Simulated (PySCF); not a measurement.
PySCF job for GaBr₃, SMILES [Br][Ga]([Br])[Br], TDDFT-PBE/def2-SVPD. The structure is a stationary point at B3LYP-D3(BJ)/def2-SVP. The isomer is the one that the SMILES or the coordinates give; other isomers of the formula were not compared.

```python
import numpy as np
from pyscf import gto, scf, dft, tdscf

mol = gto.M(
    atom='''
    Ga    0.00000000    0.00000000    0.00000000
    Br    2.28231208    0.00000000    0.00000000
    Br   -1.14115604   -1.97654024    0.00000000
    Br   -1.14115604    1.97654024    0.00000000
    ''',
    basis='def2-SVPD',
    charge=0,
    spin=0,
    symmetry=True,
    max_memory=1600,
    verbose=4,
)
mf = dft.RKS(mol, xc='pbe').density_fit(auxbasis='def2-universal-jkfit')
mf.grids.level = 3
mf.conv_tol = 1e-9
mf.max_cycle = 100
mf.kernel()
mf.grids = dft.Grids(mol).set(level=1).build(with_non0tab=True)  # coarser grid for the response kernel
td = tdscf.TDDFT(mf)
td.singlet = True
td.nstates = 10
td.conv_tol = 1e-4
td.positive_eig_threshold = 1e-6
td.kernel(x0=td.get_init_guess(mf, 15))
td.analyze()
tt = tdscf.TDA(mf)
tt.singlet = False
tt.nstates = 4
tt.conv_tol = 1e-4
tt.positive_eig_threshold = 1e-6
tt.kernel(x0=tt.get_init_guess(mf, 9))
tt.analyze(verbose=3)
```

It prints:

```
PySCF version 2.14.0

[INPUT] verbose = 4
[INPUT] num. atoms = 4
[INPUT] num. electrons = 136
[INPUT] charge = 0
[INPUT] spin (= nelec alpha-beta = 2S) = 0
[INPUT] symmetry True subgroup None
[INPUT] Mole.unit = angstrom
[INPUT] Symbol           X                Y                Z      unit          X                Y                Z       unit  Magmom
[INPUT]  1 Ga     0.000000000000   0.000000000000   0.000000000000 AA    0.000000000000   0.000000000000   0.000000000000 Bohr   0.0
[INPUT]  2 Br     2.282312080000   0.000000000000   0.000000000000 AA    4.312944761986   0.000000000000   0.000000000000 Bohr   0.0
[INPUT]  3 Br    -1.141156040000  -1.976540240000   0.000000000000 AA   -2.156472380993  -3.735119727782   0.000000000000 Bohr   0.0
[INPUT]  4 Br    -1.141156040000   1.976540240000   0.000000000000 AA   -2.156472380993   3.735119727782   0.000000000000 Bohr   0.0

nuclear repulsion = 1246.65687526022
point group symmetry = D3h, use subgroup C2v
symmetry origin: [0. 0. 0.]
symmetry axis x: [0. 1. 0.]
symmetry axis y: [0. 0. 1.]
symmetry axis z: [1. 0. 0.]
num. orbitals of irrep A1 = 65
num. orbitals of irrep A2 = 21
num. orbitals of irrep B1 = 45
num. orbitals of irrep B2 = 30
number of shells = 59
number of NR pGTOs = 329
number of NR cGTOs = 161
basis = def2-SVPD
ecp = {}


******** <class 'pyscf.df.df_jk.DFSymAdaptedRKS'> ********
method = DFSymAdaptedRKS
initial guess = minao
damping factor = 0
level_shift factor = 0
DIIS = <class 'pyscf.scf.diis.CDIIS'>
diis_start_cycle = 1
diis_space = 8
diis_damp = 0
SCF conv_tol = 1e-09
SCF conv_tol_grad = None
SCF max_cycles = 100
direct_scf = False
XC library pyscf.dft.libxc version 7.1.2
    S. Lehtola, C. Steigemann, M. J. T. Oliveira, and M. A. L. Marques,  SoftwareX 7, 1–5 (2018)
XC functionals = pbe
    J. P. Perdew, K. Burke, and M. Ernzerhof,  Phys. Rev. Lett. 77, 3865 (1996)
    J. P. Perdew, K. Burke, and M. Ernzerhof,  Phys. Rev. Lett. 78, 1396 (1997)
    J. P. Perdew, K. Burke, and M. Ernzerhof,  Phys. Rev. Lett. 77, 3865 (1996)
    J. P. Perdew, K. Burke, and M. Ernzerhof,  Phys. Rev. Lett. 78, 1396 (1997)
radial grids:
    Treutler-Ahlrichs [JCP 102, 346 (1995); DOI:10.1063/1.469408] (M4) radial grids

becke partition: Becke, JCP 88, 2547 (1988); DOI:10.1063/1.454033
pruning grids: <function nwchem_prune>
grids dens level: 3
symmetrized grids: True
atomic radii adjust function: <function treutler_atomic_radii_adjust>
small_rho_cutoff = 0
Freeze 0 electrons in irreps []
    136 free electrons in irreps A1 A2 B1 B2
Set gradient conv threshold to 3.16228e-05
Initial guess from minao.
tot grids = 82176
init E= -9641.48211754534
HOMO (B1) = -0.303186428881546  LUMO (A1) = -0.116378738734532  gap/eV = 5.08330
cycle= 1 E= -9644.78108545894  delta_E= -3.3  |g|= 0.812  |ddm|= 2.94
HOMO (B1) = -0.260649139338525  LUMO (A1) = -0.155730820709201  gap/eV = 2.85497
cycle= 2 E= -9644.53199394652  delta_E= 0.249  |g|= 1.37  |ddm|= 2.38
HOMO (B1) = -0.2711081438265  LUMO (A1) = -0.11530365759532  gap/eV = 4.23966
cycle= 3 E= -9644.85776714502  delta_E= -0.326  |g|= 0.231  |ddm|= 1.83
HOMO (B1) = -0.272389287393383  LUMO (A1) = -0.126318919655262  gap/eV = 3.97478
cycle= 4 E= -9644.87069183242  delta_E= -0.0129  |g|= 0.0455  |ddm|= 0.327
HOMO (B1) = -0.273678537039108  LUMO (A1) = -0.124900618964778  gap/eV = 4.04845
cycle= 5 E= -9644.87137756361  delta_E= -0.000686  |g|= 0.0116  |ddm|= 0.0831
HOMO (B1) = -0.273559261554611  LUMO (A1) = -0.125375477148253  gap/eV = 4.03229
cycle= 6 E= -9644.87142223287  delta_E= -4.47e-05  |g|= 0.00068  |ddm|= 0.017
HOMO (B1) = -0.273454595449656  LUMO (A1) = -0.125266897969506  gap/eV = 4.03239
cycle= 7 E= -9644.87142237554  delta_E= -1.43e-07  |g|= 0.000226  |ddm|= 0.00124
HOMO (B1) = -0.273475180066778  LUMO (A1) = -0.125278249009289  gap/eV = 4.03264
cycle= 8 E= -9644.8714223882  delta_E= -1.27e-08  |g|= 2.2e-05  |ddm|= 0.000366
HOMO (B1) = -0.273477215637516  LUMO (A1) = -0.125281868765148  gap/eV = 4.03260
cycle= 9 E= -9644.87142238837  delta_E= -1.76e-10  |g|= 1.9e-06  |ddm|= 5.36e-05
HOMO (B1) = -0.273477026583585  LUMO (A1) = -0.125281376932187  gap/eV = 4.03261
Extra cycle  E= -9644.87142238836  delta_E= 1.09e-11  |g|= 3.27e-06  |ddm|= 9.19e-06
converged SCF energy = -9644.87142238836
tot grids = 29416
Overwritten attributes  positive_eig_threshold  of <class 'pyscf.tdscf.rks.CasidaTDDFT'>


******** <class 'pyscf.tdscf.rks.CasidaTDDFT'> for <class 'pyscf.df.df_jk.DFSymAdaptedRKS'> ********
nstates = 10 singlet
deg_eia_thresh = 1.000e-03
wfnsym = None
conv_tol = 0.0001
eigh lindep = 1e-12
eigh level_shift = 0
eigh max_cycle = 100


Excitation energies (eV)
[4.17860429 4.49325271 4.49327264 4.62073268 4.6207446  4.84819984
 5.18514499 5.22137029 5.22137345 5.44986913]

** Singlet excitation energies and oscillator strengths **
Excited State   1:   B1      4.17860 eV    296.71 nm  f=0.0000
      68 -> 69        0.70679
Excited State   2:   A2      4.49325 eV    275.93 nm  f=0.0000
      67 -> 69       -0.70675
Excited State   3:   B2      4.49327 eV    275.93 nm  f=0.0000
      66 -> 69        0.70675
Excited State   4:   B1      4.62073 eV    268.32 nm  f=0.0293
      65 -> 69       -0.69302
      67 -> 70        0.11909
Excited State   5:   A1      4.62074 eV    268.32 nm  f=0.0293
      64 -> 69       -0.69302
      66 -> 70       -0.11910
Excited State   6:   A2      4.84820 eV    255.73 nm  f=0.0000
      68 -> 70       -0.70704
Excited State   7:   B2      5.18514 eV    239.11 nm  f=0.0208
      63 -> 69        0.70548
Excited State   8:   B2      5.22137 eV    237.46 nm  f=0.0000
      64 -> 70       -0.70692
Excited State   9:   A2      5.22137 eV    237.46 nm  f=0.0000
      65 -> 70        0.70692
Excited State  10:   B1      5.44987 eV    227.50 nm  f=0.0463
      61 -> 69        0.22624
      67 -> 70        0.65961

** Transition electric dipole moments (AU) **
state          X           Y           Z        Dip. S.      Osc.
  1        -0.0000     -0.0000     -0.0000      0.0000      0.0000
  2         0.0000     -0.0000      0.0000      0.0000      0.0000
  3         0.0000      0.0000     -0.0000      0.0000      0.0000
  4         0.0000     -0.5089      0.0000      0.2590      0.0293
  5        -0.5089      0.0000     -0.0000      0.2590      0.0293
  6        -0.0000     -0.0000      0.0000      0.0000      0.0000
  7         0.0000      0.0000      0.4044      0.1635      0.0208
  8        -0.0000     -0.0000     -0.0000      0.0000      0.0000
  9         0.0000     -0.0000     -0.0000      0.0000      0.0000
 10         0.0000      0.5891     -0.0000      0.3470      0.0463

** Transition velocity dipole moments (imaginary part, AU) **
state          X           Y           Z        Dip. S.      Osc.
  1        -0.0000     -0.0000     -0.0000      0.0000      0.0000
  2        -0.0000      0.0000      0.0000      0.0000      0.0000
  3        -0.0000     -0.0000     -0.0000      0.0000      0.0000
  4         0.0000     -0.0886      0.0000      0.0078      0.0308
  5        -0.0886      0.0000     -0.0000      0.0078      0.0308
  6        -0.0000     -0.0000      0.0000      0.0000      0.0000
  7        -0.0000      0.0000      0.0783      0.0061      0.0214
  8         0.0000      0.0000     -0.0000      0.0000      0.0000
  9        -0.0000      0.0000      0.0000      0.0000      0.0000
 10         0.0000      0.1183      0.0000      0.0140      0.0466

** Transition magnetic dipole moments (imaginary part, AU) **
state          X           Y           Z
  1        -0.0000      0.0000      0.3890
  2        -0.0425      0.0000      0.0000
  3         0.0000      0.0425      0.0000
  4         0.0000      0.0000     -0.0000
  5        -0.0000      0.0000     -0.0000
  6        -0.0000      0.0000     -0.0000
  7        -0.0000     -0.0001      0.0000
  8         0.0000      0.6811     -0.0000
  9         0.6810     -0.0000      0.0000
 10        -0.0000     -0.0000      0.0000
Overwritten attributes  positive_eig_threshold  of <class 'pyscf.tdscf.rks.TDA'>


******** <class 'pyscf.tdscf.rks.TDA'> for <class 'pyscf.df.df_jk.DFSymAdaptedRKS'> ********
nstates = 4 triplet
deg_eia_thresh = 1.000e-03
wfnsym = None
conv_tol = 0.0001
eigh lindep = 1e-12
eigh level_shift = 0
eigh max_cycle = 100


Excitation energies (eV)
[3.90209532 4.23681606 4.23682633 4.25645461]

** Triplet excitation energies and oscillator strengths **
Excited State   1:   B1      3.90210 eV    317.74 nm  f=0.0000
Excited State   2:   A2      4.23682 eV    292.64 nm  f=0.0000
Excited State   3:   B2      4.23683 eV    292.63 nm  f=0.0000
Excited State   4:   A1      4.25645 eV    291.29 nm  f=0.0000
```

The calculation finished and met its thresholds.
